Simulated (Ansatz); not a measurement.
The cluster Cr3N3: single points at one geometry.

```yaml
crystal:
  periodic: [false, false, false]
  atoms:
    - {symbol: Cr, position_ang: [0.827512, 0.989207, 1.888484]}
    - {symbol: Cr, position_ang: [-0.301401, -0.824122, 0.245672]}
    - {symbol: Cr, position_ang: [-0.517234, 1.693997, -0.226273]}
    - {symbol: N, position_ang: [1.021793, -0.659260, 1.313898]}
    - {symbol: N, position_ang: [-0.367314, -1.178392, -1.683606]}
    - {symbol: N, position_ang: [-0.663356, -0.021431, -1.538176]}
basis:
  gaussian: {orbitals: def2-TZVP, initial_orbitals: start.molden}
magnetization: {spin_polarized: true, initial_magnetization: 1}
correlation: {method: mp2}
scf: {omitted_lower_state_checks: [starts]}
output: {orbitals: {seedname: orbitals}}
```

The file start.molden holds the orbitals of an earlier run on this structure, at another level or in another basis.

```sh
$ ansatz run in.yaml --threads 4 --pin off --events-out ev --progress --plain --max-ram 4787MiB
```

It prints (some lines left out):

```
Functional definition: HF
1874 factors; integrals over basis functions are off by at most 9.3e-4 eV
mean field evaluation 1: about -89609.6316 eV, gradient 2.7e1 eV
mean field evaluation 2: about -89613.7990 eV, gradient 5.2e0 eV
mean field evaluation 4: about -89614.5292 eV, gradient 1.2e0 eV
mean field evaluation 8: about -89614.7084 eV, gradient 4.0e-1 eV
mean field evaluation 16: about -89614.7209 eV, gradient 1.1e-4 eV
mean field -89614.72088173 eV, -3293.2802493639 hartree, gradient 2.5e-6 eV, S^2 7.803363; 0 other end points of the search recorded, 0 dependent functions left out
18 core orbitals not correlated: weight in the atoms' cores, before any rotation towards them, 1.000 or more for the frozen orbitals, at most 0.000 for the correlated occupied ones
reference -89614.72088173 eV, -3293.2802493639 hartree; 29, 28 occupied and 181, 182 virtual orbitals, 1874 factors
second order -45.52675888 eV of doubles, -0.00000000 eV of singles
Total energy: -89660.24764060 eV, -3294.9533268934 hartree
Checks for a lower state left out: starts
```

Run time 17 s (4 threads of INTEL XEON PLATINUM 8581C on a shared host), peak host memory 0.95 GiB.

The first input with `hamiltonian: {xc: {name: B3LYP}, dispersion: d4}` and without the key `correlation` (abridged; 13 s):

```
Functional definition: B3LYP
mean field -89736.68439838 eV, -3297.7623259310 hartree, gradient 2.5e-5 eV, S^2 6.040032
Total energy: -89737.22082954 eV, -3297.7820394128 hartree
Checks for a lower state left out: starts
```

First input, but with `gaussian: {orbitals: def2-TZVPD, initial_orbitals: start.molden}`, `hamiltonian: {xc: pbe0, dispersion: d4}` and without the key `correlation` (abridged; 18 s):

```
Functional definition: PBE0
mean field -89712.76954618 eV, -3296.8834713230 hartree, gradient 1.7e-5 eV, S^2 6.355105
Total energy: -89713.04461910 eV, -3296.8935800661 hartree
Checks for a lower state left out: starts
```

As the first input, with `hamiltonian: {xc: {name: r2SCANh}, dispersion: d4}`, `output: {forces: true, orbitals: {seedname: orbitals}}` and without the key `correlation` (abridged; 18 s):

```
Functional definition: r2SCANh
mean field -89730.23782828 eV, -3297.5254188497 hartree, gradient 2.4e-5 eV, S^2 6.286589
Total energy: -89730.31325111 eV, -3297.5281905873 hartree
Atom 0 force     0.033175     0.307810     0.270944 eV/Å
Atom 1 force    -0.159141    -0.195795    -0.087762 eV/Å
Atom 2 force    -0.110276     0.259885    -0.152149 eV/Å
Atom 3 force     0.304070    -0.357985     0.126956 eV/Å
Atom 4 force    -0.225736     0.731552     0.071956 eV/Å
Atom 5 force     0.157908    -0.745467    -0.229945 eV/Å
Dipole moment:    -0.190709     0.482545     0.436049 e Å
Checks for a lower state left out: starts
```

The first input with `gaussian: {orbitals: def2-TZVPD, initial_orbitals: start.molden}`, `hamiltonian: {xc: r2scan, dispersion: d4}` and without the key `correlation` (abridged; 14 s):

```
Functional definition: r2SCAN
mean field -89732.29916021 eV, -3297.6011714009 hartree, gradient 2.5e-5 eV, S^2 5.968218
Total energy: -89732.36664570 eV, -3297.6036514469 hartree
Checks for a lower state left out: starts
```

First input, but with `hamiltonian: {xc: pbe}`, `correlation: {method: rpa}` and without the key `output` (abridged; 11 s):

```
Functional definition: PBE
mean field -89713.45860868 eV, -3296.9087939027 hartree, gradient 2.3e-6 eV, S^2 5.373333
18 core orbitals not correlated: weight in the atoms' cores, before any rotation towards them, 1.000 or more for the frozen orbitals, at most 0.000 for the correlated occupied ones
Total energy: -89682.22554650 eV, -3295.7610000381 hartree
Checks for a lower state left out: starts
```

As the first input, with `gaussian: {orbitals: def2-SVP, initial_orbitals: start.molden}`, `hamiltonian: {xc: {text: "exchange = 0.85*pbe_x + 0.15*exact_x\ncorrelation = pbe_c"}}` and without the key `correlation` (abridged; 4.4 s):

```
Functional definition: unnamed
mean field -89695.73078300 eV, -3296.2573083254 hartree, gradient 1.5e-5 eV, S^2 6.045326
Total energy: -89695.73083753 eV, -3296.2573103293 hartree
Checks for a lower state left out: starts
```

Geometry: r2SCAN-D4/def2-SVP.

B3LYP takes the VWN-RPA correlation. Correlated methods freeze 18 core orbitals; core or outer-core shells of Cr are correlated, in sets that lack core-valence functions. At MP2/def2-TZVP, B3LYP-D4/def2-TZVP, PBE0-D4/def2-TZVPD, r2SCANh-D4/def2-TZVP and others the charge 0 doublet is spin-contaminated (final ⟨S²⟩ up to 7.80, 0.75 for a pure state). The structure comes from a short search, and lower isomers may exist.
